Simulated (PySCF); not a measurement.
A series of related molecules.

All values: PBE0/def2-SVPD (PySCF) at GFN2-xTB geometries, gas phase, one conformer each. Core orbitals are frozen in the response; Δα² is half the sum of the squared differences of the principal polarisabilities.

(1) Rank by dipole moment, highest first.
A. `[cH:1]1[n:2][n:3][c:4]([CH:5]2[CH2:6][CH2:7]2)[s:8]1` with N3–C4–C5–C6 148°
B. `[CH2:1]=[CH:2][c:3]1[n:4][n:5][cH:6][s:7]1` with C1–C2–C3–N4 0°
C. `[CH3:1][CH:2]([CH3:3])[c:4]1[n:5][n:6][cH:7][s:8]1` with C1–C2–C4–N5 -61°
D. `[CH3:1][S:2][c:3]1[n:4][n:5][c:6]([CH3:7])[s:8]1` with C1–S2–C3–N4 0°

(2) Rank by mean static polarisability, highest first.
A. `CSc1nnc(C)s1`
B. `n1ncsc1C=C`
C. `c1nnc(C2CC2)s1`
D. `CC(C)c1nncs1`

(3) Rank by polarisability anisotropy Δα, lowest first.
A. `[CH3:1][S:2][c:3]1[n:4][n:5][c:6]([CH3:7])[s:8]1` with C1–S2–C3–N4 0°
B. `[CH3:1][CH:2]([CH3:3])[c:4]1[n:5][n:6][cH:7][s:8]1` with C1–C2–C4–N5 -61°
C. `[cH:1]1[n:2][n:3][c:4]([CH:5]2[CH2:6][CH2:7]2)[s:8]1` with N3–C4–C5–C6 148°
D. `[CH2:1]=[CH:2][c:3]1[n:4][n:5][cH:6][s:7]1` with C1–C2–C3–N4 0°

Results:

(1) A (3.59 D), C (3.03 D), B (2.88 D), D (1.27 D).

(2) A (15.19 Å³), D (13.12 Å³), C (12.68 Å³), B (11.94 Å³).

(3) B (4.89 Å³), C (6.09 Å³), D (8.75 Å³), A (10.22 Å³).

All values together:

```csv
SMILES,formula,μ (D),HOMO (eV),LUMO (eV),α (Å³),Δα (Å³),electrons,α per electron (Å³)
C=Cc1nncs1,C4H4N2S,2.88,-7.40,-1.94,11.94,8.75,58,0.206
c1nnc(C2CC2)s1,C5H6N2S,3.59,-7.45,-1.14,12.68,6.09,66,0.192
CSc1nnc(C)s1,C4H6N2S2,1.27,-6.67,-1.07,15.19,10.22,76,0.200
CC(C)c1nncs1,C5H8N2S,3.03,-7.44,-1.10,13.12,4.89,68,0.193
```

Conformers: `[CH2:1]=[CH:2][c:3]1[n:4][n:5][cH:6][s:7]1` with C1–C2–C3–N4 0°; `[cH:1]1[n:2][n:3][c:4]([CH:5]2[CH2:6][CH2:7]2)[s:8]1` with N3–C4–C5–C6 148°; `[CH3:1][S:2][c:3]1[n:4][n:5][c:6]([CH3:7])[s:8]1` with C1–S2–C3–N4 0°; `[CH3:1][CH:2]([CH3:3])[c:4]1[n:5][n:6][cH:7][s:8]1` with C1–C2–C4–N5 -61°.
